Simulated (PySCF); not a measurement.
SiBrI, SMILES Br[Si]I (connectivity only; charge and spin as stated), neutral, multiplicity 1.

Coordinates come from a PBE0-D3(BJ)/def2-TZVP optimisation. The def2 effective core potentials stand for the cores of I; spin–orbit coupling is left out.

Level of theory: PBE0-D3(BJ)/def2-TZVP (PySCF 2.14.0).

Frequencies are harmonic and unscaled.

```tsv
mode	ν (cm⁻¹)	IR (km/mol)	moving atoms (share of kinetic energy)
1	105	0.1	Br 54 %, I 37 %, Si 9 %
2	349	81.2	Si 84 %, I 16 %
3	404	103.9	Si 76 %, Br 24 %
```
